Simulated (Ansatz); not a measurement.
A run for Ansatz (an electronic-structure program): U-PBE0/def2-TZVPP on SiN, 2S+1 = 4, a spin state set in the input, which need not be the lowest.

Ansatz 0.2 input:
```yaml
crystal:
  periodic: [false, false, false]
  atoms:
    - {symbol: N, position_ang: [0.00000000, 0.00000000, 0.00000000]}
    - {symbol: Si, position_ang: [0.00000000, 0.00000000, 1.72900000]}
basis:
  gaussian:
    orbitals: def2-TZVPP
hamiltonian:
  xc: {name: PBE0}
magnetization: {spin_polarized: true, initial_magnetization: 3}
relax: {f_tol: 0.002, max_steps: 120}
```

Output:

```
Functional definition: PBE0
[...]
integrals: 0.01 GiB planned
446 factors; their error is unknown
mean field: 0.18 GiB planned
mean field evaluation 1: about -9352.2138 eV, gradient 2.9e1 eV
mean field evaluation 2: about -9320.0817 eV, gradient 7.1e1 eV
mean field evaluation 4: about -9356.3613 eV, gradient 3.3e0 eV
mean field evaluation 8: about -9356.4286 eV, gradient 1.2e-1 eV
mean field evaluation 16: about -9356.4487 eV, gradient 3.5e-2 eV
mean field evaluation 32: about -9356.9254 eV, gradient 1.1e0 eV
mean field evaluation 64: about -9356.9248 eV, gradient 6.6e-1 eV
mean field -9356.93547441 eV, -343.8610363260 hartree, gradient 9.5e-6 eV, S^2 3.794076; 9 other end points of the search recorded, 0 dependent functions left out
the calculation of the forces begins
reference -9356.93549502 eV, -343.8610370833 hartree; 12, 9 occupied and 61, 64 virtual orbitals, 446 factors
relax step   1: F+E_penalty+E_count = -9356.93547441 eV  Δ(F+E_penalty+E_count) = +0.000e0 eV  max|allowed force component| = 1.533e0 eV/Å  Δτ_max = 0.0000 Å  (339 SCF iters, accepted)
these checks for a lower state are left out or cut short: starts, cluster_reference, orbital_swaps, neighbouring_geometries, increment
integrals: 0.01 GiB planned
446 factors; their error is unknown
mean field: 0.18 GiB planned
mean field evaluation 96: about -9356.9653 eV, gradient 1.8e-1 eV
mean field -9356.98612820 eV, -343.8628978182 hartree, gradient 8.5e-6 eV, S^2 3.787277; 0 other end points of the search recorded, 0 dependent functions left out
the calculation of the forces begins
reference -9356.98614889 eV, -343.8628985786 hartree; 12, 9 occupied and 61, 64 virtual orbitals, 446 factors
relax step   2: F+E_penalty+E_count = -9356.98612820 eV  Δ(F+E_penalty+E_count) = -5.065e-2 eV  max|allowed force component| = 2.127e0 eV/Å  Δτ_max = 0.0137 Å  (64 SCF iters, accepted)
these checks for a lower state are left out or cut short: starts, cluster_reference, orbital_swaps, neighbouring_geometries, increment
integrals: 0.01 GiB planned
446 factors; their error is unknown
mean field: 0.18 GiB planned
mean field -9357.13486816 eV, -343.8683639111 hartree, gradient 1.0e-5 eV, S^2 3.766743; 0 other end points of the search recorded, 0 dependent functions left out
the calculation of the forces begins
reference -9357.13488939 eV, -343.8683646913 hartree; 12, 9 occupied and 61, 64 virtual orbitals, 446 factors
relax step   3: F+E_penalty+E_count = -9357.13486816 eV  Δ(F+E_penalty+E_count) = -1.487e-1 eV  max|allowed force component| = 5.633e-1 eV/Å  Δτ_max = 0.0490 Å  (65 SCF iters, accepted)
these checks for a lower state are left out or cut short: starts, cluster_reference, orbital_swaps, neighbouring_geometries, increment
integrals: 0.01 GiB planned
446 factors; their error is unknown
mean field: 0.18 GiB planned
mean field evaluation 128: about -9357.1439 eV, gradient 1.4e-5 eV
mean field -9357.14391500 eV, -343.8686963763 hartree, gradient 1.8e-5 eV, S^2 3.767063; 0 other end points of the search recorded, 0 dependent functions left out
the calculation of the forces begins
reference -9357.14393633 eV, -343.8686971600 hartree; 12, 9 occupied and 61, 64 virtual orbitals, 446 factors
relax step   4: F+E_penalty+E_count = -9357.14391500 eV  Δ(F+E_penalty+E_count) = -9.047e-3 eV  max|allowed force component| = 1.226e-1 eV/Å  Δτ_max = 0.0217 Å  (49 SCF iters, accepted)
these checks for a lower state are left out or cut short: starts, cluster_reference, orbital_swaps, neighbouring_geometries, increment
integrals: 0.01 GiB planned
446 factors; their error is unknown
mean field: 0.18 GiB planned
mean field -9357.14443617 eV, -343.8687155288 hartree, gradient 1.7e-5 eV, S^2 3.766995; 0 other end points of the search recorded, 0 dependent functions left out
the calculation of the forces begins
reference -9357.14445748 eV, -343.8687163119 hartree; 12, 9 occupied and 61, 64 virtual orbitals, 446 factors
relax step   5: F+E_penalty+E_count = -9357.14443617 eV  Δ(F+E_penalty+E_count) = -5.212e-4 eV  max|allowed force component| = 1.242e-3 eV/Å  Δτ_max = 0.0042 Å  (48 SCF iters, accepted)
integrals: 0.01 GiB planned
446 factors; their error is unknown
mean field: 0.18 GiB planned
mean field evaluation 160: about -9356.3024 eV, gradient 3.0e-4 eV
mean field evaluation 192: about -9356.3794 eV, gradient 6.0e-1 eV
mean field -9357.14443617 eV, -343.8687155288 hartree, gradient 1.7e-5 eV, S^2 3.766995; 8 other end points of the search recorded, 0 dependent functions left out
the calculation of the forces begins
reference -9357.14445748 eV, -343.8687163119 hartree; 12, 9 occupied and 61, 64 virtual orbitals, 446 factors
Total energy: -9357.14445748 eV, -343.8687163119 hartree
Atom 0 at    -0.000000    -0.000000    -0.080179 Å, force    -0.000000    -0.000000     0.001242 eV/Å
Atom 1 at     0.000000     0.000000     1.809179 Å, force     0.000000     0.000000    -0.001242 eV/Å
Dipole moment:     0.000000    -0.000000     0.202331 e Å
```

The calculation finished and met its thresholds.

Cost: around 30 core-seconds (rough).
